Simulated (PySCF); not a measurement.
Geometry:
| atom | x (Å) | y (Å) | z (Å) |
| --- | --- | --- | --- |
| Al1 | 0.010 | -0.008 | 0.001 |
| C2 | -0.002 | -0.024 | 1.974 |
| N3 | -0.004 | -0.033 | 3.137 |
| C4 | 1.875 | -0.014 | -0.642 |
| N5 | 2.974 | -0.015 | -1.020 |
| C6 | -0.901 | 1.615 | -0.657 |
| N7 | -1.433 | 2.571 | -1.050 |
| C8 | -0.921 | -1.609 | -0.682 |
| N9 | -1.465 | -2.552 | -1.088 |

Total charge -1.

Geometry: PBE0-D3(BJ)/def2-SVP; GIAO absolute shieldings from PySCF 2.14.0 with density-fitted response routines, gas phase, non-relativistic, averaged over equivalent atoms.

At PBE0/pcSseg-1 (pcSseg-2 on Al) (179 basis functions, 27 s wall time on 1 thread of an Arm Neoverse V1, shared host):
| atoms | σ (ppm) |
| --- | --- |
| Al1 | 510.3 |
| C2/C4/C6/C8 | 49.4 |
| N3/N5/N7/N9 | -88.9 |

Estimate the result of repeating the calculation with PBE/pcSseg-1 (pcSseg-2 on Al).

## Answers


| atoms | σ at PBE/pcSseg-1 (pcSseg-2 on Al) | change |
| --- | --- | --- |
| Al1 | 502.4 | -7.9 |
| C2/C4/C6/C8 | 51.4 | +2.0 |
| N3/N5/N7/N9 | -84.0 | +4.9 |

The largest change is at Al1 (aluminium bonded to 4 C). Cost: 179 basis functions, 22 s wall time on 1 thread of an Arm Neoverse V1, shared host.
